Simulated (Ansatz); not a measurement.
Geometry optimisation, Ansatz 0.2.0, RKS B3LYP/def2-SVP.

input.yaml

```yaml
crystal:
  periodic: [false, false, false]
  atoms:
    - { symbol: Sn, position_ang: [-0.257747, 0.425157, -1.420836] }
    - { symbol: Si, position_ang: [0.943417, 0.351224, 0.891646] }
    - { symbol: O, position_ang: [-0.665784, -0.367296, 0.676349] }
    - { symbol: H, position_ang: [-1.197979, -1.199943, 0.620273] }
    - { symbol: Cl, position_ang: [-2.540847, 1.135639, -1.842757] }
    - { symbol: Cl, position_ang: [-0.335058, -1.93758, -2.054796] }
    - { symbol: H, position_ang: [0.774041, 1.818819, 0.816767] }
    - { symbol: H, position_ang: [1.276657, -0.022365, 2.297062] }
    - { symbol: H, position_ang: [2.0034, -0.203654, 0.016391] }
basis:
  gaussian: { orbitals: def2-SVP }
hamiltonian:
  xc: b3lyp
relax:
  f_tol: 0.03
  max_steps: 50
```

Launched with:

```bash
$ ansatz run input.yaml --threads 2 --pin off --max-ram 3072MiB --backend cpu --events-out ev --progress --plain --runs-dir out
```

Task: Where does it end, and by what steps?

Result: The forces met the threshold. After 24 steps the energy has fallen by 1.657 eV; H4 moved furthest, 1.89 Å. Parted: Sn1–Si2 (2.61 → 3.76 Å).

```
step  energy less start (eV)  largest force component (eV/Å)  accepted
   0                  0.0000                           2.798       yes
   1                 -0.7197                           1.091       yes
   2                 -1.1259                           0.743       yes
   3                 -1.3474                           0.424       yes
   4                 -1.4591                           0.313       yes
   5                 -1.5198                           0.157       yes
   6                 -1.5416                           0.419       yes
   7                 -1.5415                           0.321        no
   8                 -1.5555                           0.239       yes
   9                 -1.5662                           0.137       yes
  10                 -1.5763                           0.123       yes
  11                 -1.5747                           0.404        no
  12                 -1.5829                           0.167       yes
  13                 -1.5895                           0.117       yes
  14                 -1.5899                           0.199       yes
  15                 -1.5931                           0.324       yes
  16                 -1.6152                           0.162       yes
  17                 -1.6250                           0.062       yes
  18                 -1.6375                           0.098       yes
  19                 -1.6475                           0.142       yes
  20                 -1.6507                           0.149       yes
  21                 -1.6538                           0.125       yes
  22                 -1.6529                           0.158        no
  23                 -1.6562                           0.043       yes
  24                 -1.6566                           0.013       yes
```

```xyz
9
Properties=species:S:1:pos:R:3
Sn -0.975 0.261 -2.200
Si 0.876 0.427 1.066
O 0.582 -0.318 -0.451
H 0.351 -1.269 -0.454
Cl -2.421 1.167 -0.449
Cl -1.349 -2.170 -1.881
H 0.913 1.879 0.775
H -0.179 0.068 2.044
H 2.201 -0.046 1.551
```

Whether the end is a true minimum wasn't checked by a vibrational analysis.

Run time: 70 s on 2 threads of AMD EPYC 9R14 (Zen 4) (shared host), peak memory 0.34 GiB.
